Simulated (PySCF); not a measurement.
C2H4BF2N, SMILES FB(N)C(F)=C.

The structure is a stationary point at PBE0-D3(BJ)/def2-SVP. This is a generated structure with no PubChem entry under its InChIKey; it may be hypothetical. Other conformers were not sampled.

The numbers are results of PySCF with TDA-PBE/def2-SVPD, not measurements.

Vertical excitations. 

| state | energy (eV) | λ (nm) | f | main pairs |
|---|---|---|---|---|
| S1 | 5.93 | 209 | 0.107 | HOMO→LUMO 39 %, HOMO→LUMO+1 31 %, HOMO−1→LUMO 25 % |
| S2 | 5.98 | 207 | 0.066 | HOMO→LUMO+1 68 %, HOMO→LUMO 19 % |
| S3 | 6.39 | 194 | 0.009 | HOMO−2→LUMO 89 % |
| S4 | 6.44 | 193 | 0.110 | HOMO−1→LUMO 46 %, HOMO→LUMO 22 %, HOMO−2→LUMO 9 %, HOMO→LUMO+2 7 % |
| S5 | 7.07 | 175 | 0.019 | HOMO−1→LUMO+1 68 %, HOMO→LUMO+2 22 % |
| S6 | 7.14 | 174 | 0.056 | HOMO→LUMO+2 50 %, HOMO−1→LUMO+1 31 %, HOMO→LUMO+3 16 % |
| S7 | 7.28 | 170 | 0.022 | HOMO→LUMO+3 71 %, HOMO→LUMO+2 14 % |
| S8 | 7.50 | 165 | 0.008 | HOMO−2→LUMO+1 97 % |
| S9 | 7.62 | 163 | 0.000 | HOMO−3→LUMO 98 % |
| S10 | 7.82 | 159 | 0.021 | HOMO→LUMO+4 65 %, HOMO→LUMO+5 29 % |
| T1 | 3.85 | 322 | 0 | HOMO→LUMO 97 % |
| T2 | 5.32 | 233 | 0 | HOMO−1→LUMO 97 % |
| T3 | 5.81 | 213 | 0 | HOMO−2→LUMO 99 % |
| T4 | 5.87 | 211 | 0 | HOMO→LUMO+1 99 % |
Triplets are in the Tamm–Dancoff approximation.
